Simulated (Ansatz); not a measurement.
Compare A (`CCSBF`) with its isomer B (`BCSCF`).

Calculated with Ansatz (gas phase, PBE0-D4/def2-TZVP geometries, no zero-point term in ΔE). CCSD(T)/CBS adds triple-zeta CCSD(T) − MP2 to the extrapolated MP2 energy (def2 sets, frozen cores). DFT in def2-TZVPP. B3LYP here is the variant with VWN-RPA as its local correlation; programs differ in this. One conformer a species, not always the lowest.

(1) Which isomer does CCSD(T)/CBS put lower? Give the gap. (Estimate.)

(2) Give E(B) − E(A) in kJ/mol with r2SCAN-D4, ωB97M-V, MP2/def2-TZVPP, HF/def2-TZVPP, B3LYP, B2PLYP, B3LYP-D4. (Best estimate.)

Largest T1 diagnostic: 0.012.

Results:

(1) Computed: A, by 314.7 kJ/mol.

(2) Ansatz gave: r2SCAN-D4 314.9, ωB97M-V 308.6, MP2/def2-TZVPP 325.9, HF/def2-TZVPP 305.8, B3LYP 308.2, B2PLYP 314.7, B3LYP-D4 308.9. None reverses the order clearly.

In def2-TZVPP, CCSD(T) changes the Hartree–Fock value by +11.7 kJ/mol (the triples alone add +2.0 kJ/mol) and MP2 by +20.1 kJ/mol.
